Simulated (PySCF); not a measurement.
HIOZn. Atoms are numbered in the order given.

```xyz
4

Zn     0.0069     1.2161     0.0000
I     -0.0001    -1.2062     0.0000
O     -0.1154     2.9968     0.0000
H      0.7232     3.4684     0.0000
```
Charge 0, spin multiplicity 1.

Geometry: B3LYP-D3(BJ)/def2-TZVP. The def2 effective core potentials stand for the cores of I; spin–orbit coupling is left out. Other conformers were not sampled.

Level of theory: B3LYP-D3(BJ)/def2-TZVP (PySCF).

Frequencies are harmonic and unscaled.

Computed vibrational spectrum:
```
mode  ν (cm⁻¹)  IR (km/mol)  moving atoms (share of kinetic energy)
----  --------  -----------  --------------------------------------
1          113         10.5                         O 46 %, Zn 42 %
2          119          0.3                 Zn 40 %, O 37 %, H 19 %
3          241          5.1                 Zn 44 %, I 39 %, O 16 %
4          667        124.0                         O 75 %, Zn 23 %
5          763         39.1                                  H 91 %
6         3840         69.8                                  H 94 %
```
